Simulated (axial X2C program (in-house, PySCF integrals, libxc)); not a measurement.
## Spin–orbit effects down a group: molecules with I (ions), MP2

All values come from calculations with an axial X2C code built on PySCF integrals, spin-free (one-electron X2C) or two-component (2c: spin–orbit coupling with atomic mean-field Coulomb and Gaunt terms, which also bring small scalar terms), in Dyall basis sets with cores contracted in-house; open shells are unrestricted.

Basis sets: Ge dyall-cv3z, I dyall-cv3z, Si dyall-v3z, Sn dyall-cv3z. Frozen shells (counts by l): SiI⁺ I 4s3p2d, Si 2s1p, 10 electrons correlated; GeI⁺ I 4s3p2d, Ge 3s2p1d, 10 electrons correlated; SnI⁺ I 4s3p2d, Sn 4s3p2d, 10 electrons correlated. Where the outer core of a metal is frozen, bonds come out longer and ionisation energies lower.

```
molecule  spin-free state  Re (Å)  ωe (cm⁻¹)  De (eV)  2c state  Re 2c (Å)  ωe 2c (cm⁻¹)  De 2c (eV)
    SiI⁺   M_S = 0, Λ = 0   2.321      467.1     4.13     Ω = 0      2.324         463.6        3.87
    GeI⁺   M_S = 0, Λ = 0   2.404      310.6     3.77     Ω = 0      2.408         308.0         n/a
    SnI⁺   M_S = 0, Λ = 0   2.607      245.8     3.37     Ω = 0      2.611         243.4         n/a
```

Q: Work out the shifts from the spin-free to the two-component result.

A: 

```json
{"molecule": "SiI⁺", "2c state": "Ω = 0", "ΔRe (Å)": "0.003", "Δωe (cm⁻¹)": "-3.5", "ΔDe (eV)": "-0.26"}
{"molecule": "GeI⁺", "2c state": "Ω = 0", "ΔRe (Å)": "0.004", "Δωe (cm⁻¹)": "-2.6", "ΔDe (eV)": "n/a"}
{"molecule": "SnI⁺", "2c state": "Ω = 0", "ΔRe (Å)": "0.004", "Δωe (cm⁻¹)": "-2.4", "ΔDe (eV)": "n/a"}
```

Shifts of one unit in the last digit are rounding.

Fragments in 2c: I + Si+, I + Ge+, I + Sn+. Each entry is the lowest single determinant of a limited PBE0 search at one distance. De goes to single-determinant-based atoms at the same level (for ions the charge split of lowest energy) and is withheld (n/a) where an atom does not fit its ground term or J level. Main or longest-lived isotopes. Some light 2c atoms are not at their ground J level, so De misses part of their lowering (0.04 eV or less).
